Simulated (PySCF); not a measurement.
Compound: C₈H₆ClFO.
SMILES with atom numbers: `[F:1][c:2]1[cH:3][cH:4][c:5]2[c:6]([c:7]1[Cl:8])[O:9][CH2:10][CH2:11]2` (hydrogens: H12 on C3; H13 on C4; H14, H15 on C10; H16, H17 on C11)

Computed geometry: GFN2-xTB, gas phase.

Task: Give the optimised bond lengths and angles.

Result: 
| bond | length (pm) |
| --- | --- |
| F1–C2 | 134.4 |
| C2–C3 | 138.3 |
| C3–C4 | 138.9 |
| C4–C5 | 137.6 |
| C5–C6 | 139.6 |
| C6–C7 | 138.7 |
| C7–Cl8 | 172.3 |
| C6–O9 | 134.7 |
| O9–C10 | 143.0 |
| C10–C11 | 154.2 |
| C2–C7 | 139.4 |
| C5–C11 | 150.1 |
| C3–H12 | 107.8 |
| C4–H13 | 107.8 |
| C10–H14, C10–H15 | 109.4 |
| C11–H16, C11–H17 | 109.1 |

Bonds in one row agree within 1 pm and their mean is given. A selection of angles:
| angle | degrees |
| --- | --- |
| F1–C2–C3 | 118.7 |
| F1–C2–C7 | 118.9 |
| C3–C2–C7 | 122.4 |
| C2–C3–C4 | 119.8 |
| C2–C3–H12 | 118.9 |
| C4–C3–H12 | 121.3 |
| C3–C4–C5 | 118.8 |
| C3–C4–H13 | 120.4 |
| C5–C4–H13 | 120.8 |
| C4–C5–C6 | 121.0 |
| C4–C5–C11 | 131.2 |
| C6–C5–C11 | 107.8 |
| C5–C6–C7 | 121.0 |
| C5–C6–O9 | 113.8 |
| C7–C6–O9 | 125.2 |
| C6–C7–Cl8 | 121.3 |
| C2–C7–C6 | 116.9 |
| C2–C7–Cl8 | 121.7 |
| C6–O9–C10 | 108.5 |
| O9–C10–C11 | 108.0 |
| O9–C10–H14 | 107.7 |
| C11–C10–H14 | 112.3 |
| H14–C10–H15 | 108.7 |
| C10–C11–H16 | 111.9 |
| C5–C11–C10 | 102.0 |
| C5–C11–H16 | 111.5 |
| H16–C11–H17 | 108.1 |

Torsions: C5–C6–O9–C10 0° (synperiplanar); C6–O9–C10–C11 0° (synperiplanar); O9–C10–C11–C5 0° (synperiplanar); C4–C5–C11–C10 180° (antiperiplanar).

The 8 C–C bonds span 1.376 Å (C4–C5, aromatic) to 1.542 Å (C10–C11, drawn single), a spread of 0.166 Å. The C–O distances run from 1.347 Å (C6–O9, drawn single) to 1.430 Å (O9–C10, drawn single), a spread of 0.083 Å. The 11 heavy atoms lie in one plane (0.003 Å rms). The 6-membered ring C2–C3–C4–C5–C6–C7 has internal angles of 116.9° to 122.4°; it is planar, 0.00 Å rms from its mean plane, widest ring torsion 0°. The 5-membered ring C5–C6–O9–C10–C11 has internal angles of 102.0° to 113.8°; it is planar, 0.00 Å rms from its mean plane, widest ring torsion 0°.

Point group: Cs (tolerance 0.08 Å). No frequency check.
